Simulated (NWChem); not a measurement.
Species: AgH$_{2}$OI; SMILES [I][Ag]<-[OH2]

Results from NWChem. All runs use the structure optimised with PBE0/def2-SVP. No frequency run checked for a minimum. def2 effective core potentials on Ag, I; no spin-orbit coupling. Ions are spin-unrestricted doublets at the neutral geometry; other ion states weren't tried.

For level B3LYP/def2-SVP:

| Item | Result |
|---|---|
| −ε(HOMO) (eV) | 5.87 |

Problem. Estimate the same quantities for level PBE/def2-SVP.

Solution. 
| Quantity | Result |
|---|---|
| −ε(HOMO) (eV) | 5.07 |
